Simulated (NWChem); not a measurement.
# Correlation energy of FIn

```xyz
2

In     0.0000     0.0000    -0.3111
F      0.0000     0.0000     1.6938
```
Charge 0, spin multiplicity 1.

Program: NWChem. All single points use one geometry, from B3LYP/def2-SVP with def2 effective core potentials on In, a minimum by its harmonic frequencies.

Basis set: def2-TZVP. Each correlation energy counts from its own Hartree-Fock reference.

```csv
method,correlation energy (mHa),difference from CCSD(T)
CR-CCSD[T],-528.8,+1.4
MP2,-523.0,+7.2
CCSD(T),-530.2,0.0
SCS-MP2,-488.9,+41.3
CCSD,-515.0,+15.2
CCSD+T(CCSD),-532.2,-2.0
CR-CCSD(T),-527.2,+3.0
```

The values span 43.3 mHa, from CCSD+T(CCSD) (lowest) to SCS-MP2 (highest). 

Effective core potentials replace the inner electrons of In; spin-orbit coupling is left out. The correlated methods keep 5 core orbitals frozen. The structure started from a generated list of species. Differences from the coupled-cluster row are differences between methods, not errors against experiment.
